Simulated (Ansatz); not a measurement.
H$_{9}$Si$_{4}$ (SMILES [SiH3][Si]([SiH3])[SiH3]), doublet, geometry from GFN2-xTB; Ansatz (a quantum-chemistry and plane-wave program) with WB97X/6-31G*.

Ansatz was given this input:
Ansatz 0.2 input:
```yaml
crystal:
  periodic: [false, false, false]
  atoms:
    - {symbol: Si, position_ang: [-0.64128357, 2.18177912, 0.05481492]}
    - {symbol: Si, position_ang: [0.05797390, 0.01254242, -0.35377634]}
    - {symbol: Si, position_ang: [2.16552900, -0.55530696, 0.41955194]}
    - {symbol: Si, position_ang: [-1.56463877, -1.63481843, -0.22792767]}
    - {symbol: H, position_ang: [0.38427030, 3.15177800, -0.34325110]}
    - {symbol: H, position_ang: [-0.96382440, 2.49841278, 1.45372838]}
    - {symbol: H, position_ang: [-1.85110654, 2.49956383, -0.71088721]}
    - {symbol: H, position_ang: [3.17212496, 0.41234398, -0.02949024]}
    - {symbol: H, position_ang: [2.57737442, -1.86772841, -0.08893903]}
    - {symbol: H, position_ang: [2.31422011, -0.63162606, 1.88007456]}
    - {symbol: H, position_ang: [-1.05320717, -2.91736138, -0.72212183]}
    - {symbol: H, position_ang: [-2.72966171, -1.29323917, -1.05092999]}
    - {symbol: H, position_ang: [-2.09631772, -1.91088988, 1.11453659]}
basis:
  gaussian:
    orbitals: 6-31G*
hamiltonian:
  xc: {name: wB97X}
magnetization: {spin_polarized: true, initial_magnetization: 1}
accuracy: high
```

Output, abridged:

```
Functional definition: wB97X
2129 factors; integrals over basis functions are off by at most 3.9e-9 eV
521 factors; integrals over basis functions are off by at most 2.5e-9 eV
mean field evaluation 1: about -31652.4870 eV, gradient 6.9e0 eV
mean field evaluation 2: about -31653.0617 eV, gradient 2.0e0 eV
mean field evaluation 4: about -31653.1229 eV, gradient 8.4e-1 eV
mean field evaluation 8: about -31653.3030 eV, gradient 6.4e-2 eV
mean field evaluation 16: about -31653.3031 eV, gradient 4.2e-5 eV
mean field -31653.30313242 eV, -1163.2374347369 hartree, gradient 3.2e-8 eV, S^2 0.754463; 0 other end points of the search recorded, 0 dependent functions left out
reference -31653.30312815 eV, -1163.2374345801 hartree; 33, 32 occupied and 61, 62 virtual orbitals, 2129 factors
Total energy: -31653.30312815 eV, -1163.2374345801 hartree
```
